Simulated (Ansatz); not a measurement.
Spectroscopic constants of MgAl+, closed-shell singlet (lowest of 2S+1 = 1, 3 at CCSD(T)/def2-TZVPP on PBE0 minima; our sources give no spin for the ground state, which may be another).

Seven points along R, fitted to fifth degree in 1/R; most abundant isotopes. In def2 and cc sets the state is the lowest found near the PBE0 minimum, followed along R. The singlet is held restricted. HF and MP2 rows in def2 and cc sets belong to the determinant that coupled cluster picked by its CCSD energy.

Correlated levels freeze the inner cores; with def2 sets outer-core shells near the valence are correlated too.

Programs: Ansatz (Gaussian basis) for Hartree–Fock, density functionals and correlated methods. Values without a source in brackets are computed.

Problem. What bond length and harmonic frequency does r2SCAN/def2-TZVPP give?

Solution. r_e = 3.134 Å, ω_e = 187 cm⁻¹.

Problem. What bond length and harmonic frequency does MP2/def2-QZVPP give?

Solution. r_e = 3.132 Å, ω_e = 189 cm⁻¹.

Problem. What bond length and harmonic frequency does CCSD(T)/def2-QZVPP give?

Solution. r_e = 3.105 Å, ω_e = 196 cm⁻¹.

Doubts at one or more of the structures used: a restricted determinant that unrestricted orbitals would lower (MP2/def2-QZVPP, CCSD(T)/def2-QZVPP).

Ansatz is a quantum-chemistry and plane-wave program.
